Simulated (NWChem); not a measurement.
Everything below was run with NWChem. System: HO₃S, charge 0, spin multiplicity 2, at a geometry optimised with UPBE/def2-SVP. The structure started from a generated list of species. Its SCF solution wasn't tested for a lower state. Level: UMP2/def2-SVP, 8 core orbitals frozen.

The NWChem input:

```
start mol
memory heap 200 mb stack 900 mb global 1100 mb
geometry units angstroms nocenter noautoz noautosym
  O     -0.368954     1.435836     0.127788
  S     -0.154581     0.010893    -0.268091
  O     -0.991197    -1.107282     0.236013
  O      1.426634    -0.404466     0.158174
  H      1.941426     0.433010     0.113650
end
basis spherical
  * library def2-svp
end
scf
  uhf
  nopen 1
  maxiter 100
  thresh 1e-7
  semidirect memsize 60000000 filesize 0
  # guess.movecs holds the orbitals of an unrestricted PBE0 run
  vectors input guess.movecs output mol.movecs
end
mp2
  freeze core 8
end
task mp2 energy
```

NWChem printed:

```
             Northwest Computational Chemistry Package (NWChem) 7.3.0
             --------------------------------------------------------

                                NWChem Input Module
                                -------------------

 Scaling coordinates for geometry "geometry" by  1.889725989
 (inverse scale =  0.529177249)

                             Geometry "geometry" -> ""
                             -------------------------

 Output coordinates in angstroms (scale by  1.889725989 to convert to a.u.)

  No.       Tag          Charge          X              Y              Z
 ---- ---------------- ---------- -------------- -------------- --------------
    1 O                    8.0000    -0.36895400     1.43583600     0.12778800
    2 S                   16.0000    -0.15458100     0.01089300    -0.26809100
    3 O                    8.0000    -0.99119700    -1.10728200     0.23601300
    4 O                    8.0000     1.42663400    -0.40446600     0.15817400
    5 H                    1.0000     1.94142600     0.43301000     0.11365000

 Effective nuclear repulsion energy (a.u.)     181.7375247690

            Nuclear Dipole moment (a.u.)
            ----------------------------
        X                 Y               Z
 ---------------- ---------------- ----------------
    -0.0000113384     0.0000037795    -0.0000113384


 Summary of "ao basis" -> "" (spherical)
 ------------------------------------------------------------------------------
       Tag                 Description            Shells   Functions and Types
 ---------------- ------------------------------  ------  ---------------------
 *                          def2-svp                  on all atoms

 Summary of "ao basis" -> "ao basis" (spherical)
 ------------------------------------------------------------------------------
       Tag                 Description            Shells   Functions and Types
 ---------------- ------------------------------  ------  ---------------------
 O                          def2-svp                 6       14   3s2p1d
 S                          def2-svp                 8       18   4s3p1d
 H                          def2-svp                 3        5   2s1p

                                 NWChem SCF Module
                                 -----------------

  ao basis        = "ao basis"
  functions       =    65
  atoms           =     5
  alpha electrons =    21
  beta  electrons =    20
  charge          =   0.00
  wavefunction    = UHF
  use symmetry    = F
  symmetry adapt  = F

 Summary of "ao basis" -> "ao basis" (spherical)
 ------------------------------------------------------------------------------
       Tag                 Description            Shells   Functions and Types
 ---------------- ------------------------------  ------  ---------------------
 O                          def2-svp                 6       14   3s2p1d
 S                          def2-svp                 8       18   4s3p1d
 H                          def2-svp                 3        5   2s1p

 Forming initial guess at       0.0s

 Starting SCF solution at       0.0s

 ----------------------------------------------
         Quadratically convergent UHF

 Convergence threshold     :          1.000E-07
 Maximum no. of iterations :          100
 Integral*density screening:          1.000E-09
 ----------------------------------------------

              iter       energy          gnorm     gmax       time
             ----- ------------------- --------- --------- --------
                 1     -622.2138999922  4.99D-01  8.06D-02      0.2
                 2     -622.2451958612  2.40D-02  4.49D-03      0.2
                 3     -622.2453795204  6.12D-04  1.69D-04      0.4
  ga_iter_lsolve: convergence stagnant ... aborting solve
                 4     -622.2453801243  5.67D-06  1.84D-06      0.7
  ga_iter_lsolve: convergence stagnant ... aborting solve
                 5     -622.2453801243  4.46D-08  2.65D-08      0.9

       Final UHF  results
       ------------------

         Total SCF energy =   -622.245380124303
      One electron energy =  -1219.198114640270
      Two electron energy =    415.215209746990
 Nuclear repulsion energy =    181.737524768976

                       Sz =      0.5000
                 Sz(Sz+1) =      0.7500
                      S^2 =      0.7891

        Time for solution =      0.9s

          Final alpha eigenvalues
          -----------------------

              1
    1  -92.2077
    2  -20.6596
    3  -20.6251
    4  -20.6190
    5   -9.2162
    6   -6.9095
    7   -6.9017
    8   -6.9014
    9   -1.5073
   10   -1.3985
   11   -1.3858
   12   -0.9313
   13   -0.7747
   14   -0.7222
   15   -0.7176
   16   -0.6725
   17   -0.6080
   18   -0.5754
   19   -0.5569
   20   -0.5344
   21   -0.4745
   22    0.1417
   23    0.1878
   24    0.2290
   25    0.2561
   26    0.4594
   27    0.7206
   28    0.7526
   29    0.8088
   30    0.8155
   31    0.8310

          Final beta eigenvalues
          ----------------------

              1
    1  -92.2040
    2  -20.6518
    3  -20.6079
    4  -20.6049
    5   -9.2111
    6   -6.9026
    7   -6.9023
    8   -6.8919
    9   -1.4781
   10   -1.3681
   11   -1.3420
   12   -0.8770
   13   -0.7466
   14   -0.6902
   15   -0.6656
   16   -0.6327
   17   -0.5548
   18   -0.5422
   19   -0.5215
   20   -0.4733
   21   -0.0223
   22    0.1535
   23    0.2157
   24    0.2368
   25    0.3005
   26    0.4752
   27    0.7296
   28    0.7618
   29    0.8199
   30    0.8335
   31    0.8543

                    UHF Final Alpha Molecular Orbital Analysis
[...]
    32     -0.156700  2 S  d  2

 Vector   19  Occ=1.000000D+00  E=-5.215148D-01
              MO Center= -3.8D-01,  4.4D-01,  1.5D-01, r^2= 2.4D+00
   Bfn.  Coefficient  Atom+Function         Bfn.  Coefficient  Atom+Function
  ----- ------------  ---------------      ----- ------------  ---------------
     4      0.471289  1 O  px                 7      0.376882  1 O  px
    37      0.295986  3 O  py                40      0.225341  3 O  py
    36     -0.196314  3 O  px                39     -0.160040  3 O  px
    51     -0.160569  4 O  py

 Vector   20  Occ=1.000000D+00  E=-4.733004D-01
              MO Center= -6.2D-01,  1.1D-01,  1.0D-01, r^2= 2.2D+00
   Bfn.  Coefficient  Atom+Function         Bfn.  Coefficient  Atom+Function
  ----- ------------  ---------------      ----- ------------  ---------------
     6      0.384251  1 O  pz                38     -0.371837  3 O  pz
     9      0.325405  1 O  pz                41     -0.310955  3 O  pz
    26     -0.211045  2 S  py

 Vector   21  Occ=0.000000D+00  E=-2.226662D-02
              MO Center= -2.0D-01, -1.3D-02, -3.5D-01, r^2= 2.3D+00
   Bfn.  Coefficient  Atom+Function         Bfn.  Coefficient  Atom+Function
  ----- ------------  ---------------      ----- ------------  ---------------
    18      0.739554  2 S  s                 41      0.343128  3 O  pz
    27     -0.338920  2 S  pz                 9      0.305447  1 O  pz
    38      0.306304  3 O  pz                24     -0.277382  2 S  pz
     6      0.275575  1 O  pz                49     -0.246239  4 O  s
    55      0.170338  4 O  pz                53      0.164665  4 O  px

 Vector   22  Occ=0.000000D+00  E= 1.534887D-01
              MO Center=  1.7D+00,  5.2D-01,  9.3D-02, r^2= 3.0D+00
   Bfn.  Coefficient  Atom+Function         Bfn.  Coefficient  Atom+Function
  ----- ------------  ---------------      ----- ------------  ---------------
    62      1.306127  5 H  s                 49     -0.908202  4 O  s
    54     -0.376765  4 O  py                27      0.240325  2 S  pz
    51     -0.202027  4 O  py                25      0.200980  2 S  px
    26     -0.163024  2 S  py

 Vector   23  Occ=0.000000D+00  E= 2.157119D-01
              MO Center=  2.1D-01,  1.3D-01, -2.1D-01, r^2= 2.9D+00
   Bfn.  Coefficient  Atom+Function         Bfn.  Coefficient  Atom+Function
  ----- ------------  ---------------      ----- ------------  ---------------
    25      1.100332  2 S  px                62     -0.671277  5 H  s
    53      0.560330  4 O  px                22      0.339839  2 S  px
    50      0.303699  4 O  px                17      0.291738  2 S  s
     7     -0.250981  1 O  px                35      0.247931  3 O  s
    40      0.237575  3 O  py                19      0.184278  2 S  px

 center of mass
 --------------
 x =  -0.04486599 y =  -0.01002542 z =  -0.00251938

 moments of inertia (a.u.)
 ------------------
         211.609442774214          -2.268637318923          -2.350611825467
          -2.268637318923         210.072015257947           8.259314923818
          -2.350611825467           8.259314923818         394.090586954993

  Mulliken analysis of the total density
  --------------------------------------

    Atom       Charge   Shell Charges
 -----------   ------   -------------------------------------------------------
    1 O    8     8.57   1.99  1.10  0.80  2.74  1.91  0.02
    2 S   16    14.69   2.00  1.99  1.22  0.25  5.94  1.58  1.16  0.56
    3 O    8     8.52   1.99  1.11  0.79  2.74  1.87  0.02
    4 O    8     8.47   1.99  1.08  0.73  2.79  1.88  0.01
    5 H    1     0.75   0.64  0.04  0.07

  Mulliken analysis of the alpha density
  --------------------------------------

    Atom       Charge   Shell Charges
 -----------   ------   -------------------------------------------------------
    1 O    8     4.41   1.00  0.56  0.39  1.48  0.98  0.01
    2 S   16     7.49   1.00  1.00  0.63  0.18  2.97  0.85  0.58  0.29
    3 O    8     4.42   1.00  0.56  0.39  1.50  0.96  0.01
    4 O    8     4.30   1.00  0.55  0.36  1.45  0.95  0.01
    5 H    1     0.37   0.32  0.02  0.03

   Mulliken analysis of the beta density
   -------------------------------------

    Atom       Charge   Shell Charges
 -----------   ------   -------------------------------------------------------
    1 O    8     4.15   1.00  0.54  0.41  1.26  0.94  0.01
    2 S   16     7.20   1.00  1.00  0.59  0.07  2.97  0.74  0.57  0.27
    3 O    8     4.10   1.00  0.54  0.41  1.23  0.91  0.01
    4 O    8     4.17   1.00  0.54  0.37  1.33  0.93  0.01
    5 H    1     0.38   0.32  0.02  0.03

   Mulliken analysis of the spin density
   -------------------------------------

    Atom       Charge   Shell Charges
 -----------   ------   -------------------------------------------------------
    1 O    8     0.26  -0.00  0.02 -0.02  0.22  0.04 -0.00
    2 S   16     0.29   0.00  0.00  0.04  0.11  0.00  0.11  0.01  0.02
    3 O    8     0.33  -0.00  0.02 -0.02  0.27  0.05 -0.00
    4 O    8     0.13   0.00  0.01 -0.01  0.12  0.02 -0.00
    5 H    1    -0.01  -0.01 -0.00  0.00

       Multipole analysis of the density wrt the origin
       ------------------------------------------------

     L   x y z        total         alpha         beta         nuclear
     -   - - -        -----         -----         ----         -------
     0   0 0 0     -0.000000    -21.000000    -20.000000     41.000000

     1   1 0 0      0.947261      0.678387      0.268886     -0.000011
     1   0 1 0      0.368603      0.227979      0.140620      0.000004
     1   0 0 1     -0.632891     -0.084526     -0.548354     -0.000011

     2   2 0 0    -20.336141    -63.851268    -61.411758    104.926884
     2   1 1 0      1.711228     -0.698243     -0.232163      2.641634
     2   1 0 1      0.398720     -0.472572     -0.701036      1.572327
     2   0 2 0    -26.083150    -64.488760    -60.868998     99.274608
     2   0 1 1      0.279882      2.218469      2.104302     -4.042888
     2   0 0 2    -20.422665    -14.816702    -12.531286      6.925323

                   NWChem MP2 Semi-direct Energy/Gradient Module
                   ---------------------------------------------

  Basis functions       =     65
  Molecular orbitals    =     65
  Frozen core           =      8
  Frozen virtuals       =      0
  Active alpha occupied =     13
  Active beta occupied  =     12
  Active alpha virtual  =     44
  Active beta virtual   =     45
  Use MO symmetry       = F
  Use skeleton AO sym   = F

  AO/Fock/Back tols     =   1.0D-09  1.0D-09  1.0D-09

 GA uses MA = F    GA memory limited = T

 Available:
  local mem=  1.26D+08
 global mem=  1.44D+08
 local disk=  0.00D+00
  mp2_memr nvloc                    44
  nvloc new                    44
   1 passes of  13:        3145728                      23205                   4141945.
   1 passes of  13: M    126153821           G      144170750           F     123008093.

 Semi-direct pass number   1 of   1  for UHF alpha       at        1.0s
  vrange nnbf                  2126
  mp2_eaftype                    15  avail_ma_in_mb                  1099
 EAF : mp2_eaftype filesize          15    2070972.
  mp2_eaf for mointskh                     15
Node 0 wrote      9.7 Mb in      0.0 s     Agg I/O rate:  6266.6 Mb/s
 Done moints_semi at        1.3s
  mp2_eaftype                    15  avail_ma_in_mb                  1084
 EAF : mp2_eaftype filesize          15    2070972.
  mp2_eaf for kh                    15
 Done maket at        1.3s
 Done multipass loop at        1.3s

 GA uses MA = F    GA memory limited = T

 Available:
  local mem=  1.26D+08
 global mem=  1.44D+08
 local disk=  0.00D+00
  mp2_memr nvloc                    45
  nvloc new                    45
   1 passes of  12:        3145728                      22389                   3910636.
   1 passes of  12: M    126153821           G      144170750           F     123008093.

 Semi-direct pass number   1 of   1  for UHF beta        at        1.3s
  vrange nnbf                  2126
  mp2_eaftype                    14  avail_ma_in_mb                  1099
 EAF : mp2_eaftype filesize          14    1955318.
  mp2_eaf for mointskh                     14
Node 0 wrote      9.2 Mb in      0.0 s     Agg I/O rate:  6334.8 Mb/s
 Done moints_semi at        1.7s
  mp2_eaftype                    14  avail_ma_in_mb                  1085
 EAF : mp2_eaftype filesize          14    1955318.
  mp2_eaf for kh                    14
 Done maket at        1.7s
 Done multipass loop at        1.7s

          -------------------------------------------
          SCF energy                -622.245380124303
          Correlation energy          -0.701280946826
          Singlet pairs                0.000000000000
          Triplet pairs                0.000000000000
          Total MP2 energy          -622.946661071129
          -------------------------------------------

          ---------------------------------------------------
                    Spin Component Scaled (SCS) MP2
          Same spin pairs                     -0.196508450524
          Same spin scaling factor             0.333333333333
          Opposite spin pairs                 -0.504772496302
          Opposite spin scaling fact.          1.200000000000
          SCS-MP2 correlation energy          -0.671229812403
          Total SCS-MP2 energy              -622.916609936707
          ---------------------------------------------------

 -----------------------
 Performance information
 -----------------------

 Timer overhead =  1.24D-07 seconds/call

               Nr. of calls         CPU time (s)                 Wall time (s)                GFlops
             ---------------    -------------------     ------------------------------   -------------------
Name         Min   Avg   Max    Min     Avg     Max     Min     Avg     Max   Mx/calls   Min     Max     Sum
mp2: moin     2     2     2   0.65    0.65    0.65     0.65    0.65    0.65    0.33      0.0     0.0     0.0
mp2: make     2     2     2   5.86E-2 5.86E-2 5.86E-2  5.86E-2 5.86E-2 5.86E-2 2.93E-2   0.0     0.0     0.0
mp2: tota     1     1     1   0.73    0.73    0.73     0.73    0.73    0.73    0.73      0.0     0.0     0.0

 The average no. of pstat calls per process was 5.00D+00
 with a timing overhead of 6.18D-07s

 Task  times  cpu:        1.7s     wall:        1.7s

 Total times  cpu:        1.7s     wall:        1.7s
```
